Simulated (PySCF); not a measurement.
**Electron correlation in Cd(2+) (cadmium, charge +2)**

[Kr] 4d9 5s1, high-spin 3D determinant (an excited configuration). All numbers are calculated (PySCF 2.14, scalar relativity through the core potential, in aug-cc-pwCVTZ-PP with ECP28MDF (8s8p7d4f3g, 122 functions)). Frozen: 4s2 4p6; 10 electrons correlated.

MP2 pair energies summed by pair of shells (mhartree):

| pair | energy | share (%) |
| --- | --- | --- |
| 4d-4d | -315.95 | 86.9 |
| 4d-5s | -47.45 | 13.1 |

Total MP2 correlation energy: -363.40 mhartree.

Same-spin part -135.77 and opposite-spin part -227.63 mhartree; SCS-MP2 scales them by 1/3 and 6/5 to -318.42 mhartree.
